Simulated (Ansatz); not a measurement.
Geometry optimisation, RKS B3LYP-D4/def2-SVP in Ansatz 0.2.0.

The input (input.yaml):

```yaml
crystal:
  periodic: [false, false, false]
  atoms:
    - { symbol: Ge, position_ang: [-0.824878, -0.199752, 0.456555] }
    - { symbol: F, position_ang: [2.171792, -0.584288, -0.084086] }
    - { symbol: "N", position_ang: [-0.45209, 0.651626, -0.983654] }
    - { symbol: H, position_ang: [1.687316, -0.19207, -0.754681] }
    - { symbol: H, position_ang: [-0.784914, -1.729001, 0.411702] }
    - { symbol: H, position_ang: [-1.266655, 0.386093, 1.816809] }
    - { symbol: H, position_ang: [-0.530671, 1.667393, -0.862646] }
basis:
  gaussian: { orbitals: def2-SVP }
hamiltonian:
  xc: b3lyp
  dispersion: d4
relax:
  f_tol: 0.03
  max_steps: 50
output:
  orbitals: {}
```

Run as:

```bash
$ ansatz run input.yaml --threads 2 --pin off --max-ram 3072MiB --backend cpu --events-out ev --progress --plain --runs-dir out
```

Question: Where does it end, and by what steps?

Answer: The run converged. After 11 steps the energy has fallen by 0.261 eV; H6 moved furthest, 1.00 Å.

| step | energy less start (eV) | largest force component (eV/Å) | accepted |
| --- | --- | --- | --- |
| 0 | 0.0000 | 0.834 | yes |
| 1 | -0.0974 | 0.297 | yes |
| 2 | -0.1346 | 0.315 | yes |
| 3 | -0.1534 | 0.234 | yes |
| 4 | -0.1766 | 0.363 | yes |
| 5 | -0.1951 | 0.391 | yes |
| 6 | -0.2134 | 0.237 | yes |
| 7 | -0.2337 | 0.195 | yes |
| 8 | -0.2429 | 0.506 | yes |
| 9 | -0.2499 | 0.212 | yes |
| 10 | -0.2600 | 0.039 | yes |
| 11 | -0.2607 | 0.028 | yes |

```xyz
7
Properties=species:S:1:pos:R:3
Ge -0.803 -0.174 0.614
F 1.997 -0.884 -0.839
N 0.089 0.793 -0.482
H 1.416 -0.121 -0.869
H -0.279 -1.568 0.947
H -2.116 0.238 1.310
H -0.304 1.716 -0.680
```

Run time: 19 s on 2 threads of Intel(R) Xeon(R) Platinum 8488C (Sapphire Rapids), with other jobs on the host, peak memory 0.17 GiB.
